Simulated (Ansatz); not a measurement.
Correlation energies of C2H8GaN, SMILES `C[CH2][GaH][NH2]` by basis set

```tsv
atom	x (Å)	y (Å)	z (Å)
C1	0.6329	-1.0155	-1.0164
C2	-0.0828	0.3244	-1.1433
Ga3	-0.6455	1.1180	0.5713
N4	-0.2666	0.1713	2.0790
H5	0.0006	-1.7663	-0.5345
H6	1.5437	-0.9309	-0.4172
H7	0.9249	-1.4179	-1.9914
H8	0.5521	1.0547	-1.6569
H9	-0.9737	0.2280	-1.7738
H10	-1.3876	2.4801	0.7904
H11	-0.5030	0.4715	3.0091
H12	0.2050	-0.7172	2.0837
```

Charge 0, multiplicity 1. Correlated methods include outer-core shells of Ga, which these sets cover unevenly. Scalar relativity is left out up to krypton. The structure was optimised at the PBE0-D4/def2-TZVP level. It is one conformer, not always the lowest. Frozen core, restricted reference, the Gaussian-basis code of Ansatz.

```tsv
basis	HF (Eh)	MP2 corr.	CCSD corr.	(T)	CCSD(T) total
def2-SVP	-2057.75578	-0.68483	?	-0.02167	?
def2-TZVPP	-2058.15937	?	?	-0.03296	?
def2-QZVPP	-2058.20665	?	–	–	–
```

Fill in the withheld values. (Estimate.)

The calculation gave: def2-SVP CCSD corr.: -0.72103; def2-SVP CCSD(T) total: -2058.49848; def2-TZVPP MP2 corr.: -0.81018; def2-TZVPP CCSD corr.: -0.84199; def2-TZVPP CCSD(T) total: -2059.03432; def2-QZVPP MP2 corr.: -1.09621.
